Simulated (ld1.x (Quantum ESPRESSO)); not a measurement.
# Reading a pseudo-wave (Hf)

Columns: radius, all-electron u(r) and pseudo u(r) of the 6s shell (level -5.11 eV) of hafnium in the configuration [Xe] 4f14 5d2 6s2 6p0; PBE, scalar-relativistic, ultrasoft scheme, ld1.x (Quantum ESPRESSO) 7.5.

```json
{"r (bohr)": "0.228", "all-electron": "0.0132", "pseudo": "-0.0439"}
{"r (bohr)": "0.455", "all-electron": "-0.1167", "pseudo": "-0.0897"}
{"r (bohr)": "0.682", "all-electron": "0.1822", "pseudo": "-0.1394"}
{"r (bohr)": "0.910", "all-electron": "0.2803", "pseudo": "-0.1941"}
{"r (bohr)": "1.138", "all-electron": "0.1802", "pseudo": "-0.2536"}
{"r (bohr)": "1.365", "all-electron": "0.0013", "pseudo": "-0.3164"}
{"r (bohr)": "1.592", "all-electron": "-0.1814", "pseudo": "-0.3805"}
{"r (bohr)": "1.820", "all-electron": "-0.3359", "pseudo": "-0.4430"}
{"r (bohr)": "2.047", "all-electron": "-0.4515", "pseudo": "-0.4998"}
{"r (bohr)": "2.275", "all-electron": "-0.5312", "pseudo": "-0.5477"}
{"r (bohr)": "2.502", "all-electron": "-0.5796", "pseudo": "-0.5830"}
{"r (bohr)": "2.730", "all-electron": "-0.6034", "pseudo": "-0.6036"}
{"r (bohr)": "2.958", "all-electron": "-0.6078", "pseudo": "-0.6078"}
{"r (bohr)": "3.185", "all-electron": "-0.5974", "pseudo": "-0.5974"}
{"r (bohr)": "3.412", "all-electron": "-0.5763", "pseudo": "-0.5763"}
{"r (bohr)": "3.640", "all-electron": "-0.5476", "pseudo": "-0.5476"}
{"r (bohr)": "3.868", "all-electron": "-0.5139", "pseudo": "-0.5139"}
{"r (bohr)": "4.095", "all-electron": "-0.4777", "pseudo": "-0.4777"}
{"r (bohr)": "4.322", "all-electron": "-0.4403", "pseudo": "-0.4403"}
{"r (bohr)": "4.550", "all-electron": "-0.4030", "pseudo": "-0.4030"}
{"r (bohr)": "4.778", "all-electron": "-0.3667", "pseudo": "-0.3667"}
{"r (bohr)": "5.005", "all-electron": "-0.3323", "pseudo": "-0.3323"}
{"r (bohr)": "5.232", "all-electron": "-0.3000", "pseudo": "-0.3000"}
{"r (bohr)": "5.460", "all-electron": "-0.2697", "pseudo": "-0.2697"}
{"r (bohr)": "5.688", "all-electron": "-0.2419", "pseudo": "-0.2419"}
{"r (bohr)": "5.915", "all-electron": "-0.2165", "pseudo": "-0.2165"}
```

Problem. How many radial nodes do the two functions have?

Solution. The all-electron 6s function has n − l − 1 = 5 (the table is too coarse to show those close to the nucleus); the pseudo-wave has 0, since the states of the same l below it are removed with the core.

Problem. At about which radius was the pseudo-wave matched?

Solution. 2.85 bohr, where the columns begin to agree (steps of 0.23 bohr).

Problem. Where does each function peak?

Solution. Outermost all-electron maximum near 2.96 bohr, pseudo maximum near 2.96 bohr (to the table’s step).

Problem. Is the pseudo-wave norm-conserving?

Solution. No, it belongs to an ultrasoft set: the norm inside the radius is not constrained, and the difference is carried by the augmentation charge.
